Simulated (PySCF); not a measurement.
## Which orbitals make which state

C4H4F3OP.
Cartesian coordinates in Å at the GFN2-xTB level; atoms count from 1:
```
atom  x, y, z in Å
O1     3.2739    0.6197   -1.3717
C2     2.7452   -0.0645   -0.5979
P3     2.1615   -1.0550    0.5784
C4     0.3435   -0.9210    0.0687
C5    -0.2501    0.4461    0.3951
C6    -1.7351    0.4688    0.0806
F7    -2.2883    1.6585    0.3558
F8    -2.4205   -0.4451    0.7827
F9    -1.9847    0.2205   -1.2137
H10   -0.1781   -1.6960    0.6357
H11    0.2402   -1.1473   -0.9935
H12   -0.1341    0.6803    1.4553
H13    0.2220    1.2355   -0.1932
```

Level of theory: PySCF, TDDFT B3LYP/def2-SVPD, vertical, gas phase, core orbitals frozen in the response.

Orbital energies (eV): HOMO-3 -11.09, HOMO-2 -10.67, HOMO-1 -8.70, HOMO -6.77, LUMO -2.47, LUMO+1 -1.03, LUMO+2 0.20.

Task: Among the lowest singlets, which states do these configurations lead, and at what energies: HOMO→LUMO, HOMO→LUMO+2, HOMO-1→LUMO+1?

Result: 

```csv
state,leading configuration,weight,Δε (eV),E (eV),E − Δε (eV),f,other configurations
S1,HOMO→LUMO,1.00,4.30,2.81,-1.48,0.0008,–
S3,HOMO→LUMO+2,0.91,6.97,5.97,-1.00,0.032,–
S5,HOMO-1→LUMO+1,0.93,7.67,6.52,-1.16,0.0089,–
```

E − Δε runs from -1.48 to -1.00 eV. Among themselves, these states come in the order of their orbital differences. Δε is the difference of the two orbital energies.

H and L stand for HOMO and LUMO. The other states: S2 4.85 eV, f 0.0076, H-1→L (52%), H→L+1 (47%); S4 6.17 eV, f 0.0075, H→L+3 (89%); S6 6.61 eV, f 0.317, H→L+1 (36%), H-1→L (34%), H→L+4 (14%); S7 6.93 eV, f 0.038, H→L+4 (78%); S8 7.08 eV, f 0.0035, H→L+5 (88%).

Task: Pair triplets and singlets of the same leading configuration (75% or more in both) and give the splittings.

Result: 

```tsv
configuration	triplet	E(T) (eV)	singlet	E(S) (eV)	E(S) − E(T) (eV)
HOMO→LUMO	T1	2.46	S1	2.81	+0.35
```

The 3 triplets are Tamm–Dancoff values, the singlets full response.

Summed over the main configurations (up to three a state, each over 8%) of all 8 singlets, the electron leaves HOMO with weight 5.43 and HOMO-1 with weight 1.79.

On one thread of an Arm Neoverse N1, no GPU (shared host), this took 76 s and 0.91 GiB of memory at its peak.

One conformer stands for the species.
